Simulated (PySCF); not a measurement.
Isomers of C7H11F.

All values: PBE0/def2-SVPD (PySCF) at GFN2-xTB geometries, gas phase, one conformer each. Core orbitals are frozen in the response; Δα² is half the sum of the squared differences of the principal polarisabilities.

(1) Rank by HOMO–LUMO gap, lowest first.
A. `F[C@]12CC[C@H](CC1)C2`
B. `[CH2:1]=[C:2]1[CH2:3][CH2:4][CH:5]([F:6])[CH2:7][CH2:8]1` with C1–C2–C3–C4 123°, C2–C3–C4–C5 56°, C3–C4–C5–F6 -179°, C4–C5–C7–C8 59°
C. `[CH2:1]=[C:2]([F:3])[CH:4]1[CH2:5][CH2:6][CH2:7][CH2:8]1` with C1–C2–C4–C5 -123°, C2–C4–C5–C6 -140°, C4–C5–C6–C7 -9°, C5–C6–C7–C8 32°, C6–C7–C8–C4 -43°
D. `[F:1][CH2:2][CH2:3][C@H:4]1[CH2:5][C:6]12[CH2:7][CH2:8]2` with F1–C2–C3–C4 179°, C2–C3–C4–C5 82°

Answers

(1) B (7.47 eV), C (7.77 eV), D (8.70 eV), A (8.93 eV).

All values together:

| SMILES | μ (D) | HOMO (eV) | LUMO (eV) | α (Å³) | Δα (Å³) |
| --- | --- | --- | --- | --- | --- |
| FCC[C@H]1CC12CC2 | 2.06 | -7.88 | 0.82 | 11.95 | 3.32 |
| C=C1CCC(F)CC1 | 1.75 | -7.36 | 0.11 | 12.08 | 3.81 |
| C[C@@H]1C[C@H](F)[C@@H]2C[C@@H]21 | 2.17 | -8.14 | 0.68 | 11.37 | 1.81 |
| F[C@]12CCC[C@H](C1)C2 | 2.16 | -8.21 | 0.62 | 11.25 | 0.98 |
| F[C@]12CC[C@H](CC1)C2 | 2.09 | -8.32 | 0.61 | 11.14 | 0.63 |
| C=C(F)C1CCCC1 | 1.61 | -7.27 | 0.50 | 12.11 | 4.47 |

Conformers: `[F:1][CH2:2][CH2:3][C@H:4]1[CH2:5][C:6]12[CH2:7][CH2:8]2` with F1–C2–C3–C4 179°, C2–C3–C4–C5 82°; `[CH2:1]=[C:2]1[CH2:3][CH2:4][CH:5]([F:6])[CH2:7][CH2:8]1` with C1–C2–C3–C4 123°, C2–C3–C4–C5 56°, C3–C4–C5–F6 -179°, C4–C5–C7–C8 59°; `[CH3:1][C@@H:2]1[CH2:3][C@H:4]([F:5])[C@@H:6]2[CH2:7][C@H:8]12` with C1–C2–C3–C4 -150°, C2–C3–C4–F5 147°, C3–C4–C6–C7 49°, C4–C6–C7–C8 -96°; `[CH2:1]=[C:2]([F:3])[CH:4]1[CH2:5][CH2:6][CH2:7][CH2:8]1` with C1–C2–C4–C5 -123°, C2–C4–C5–C6 -140°, C4–C5–C6–C7 -9°, C5–C6–C7–C8 32°, C6–C7–C8–C4 -43°.
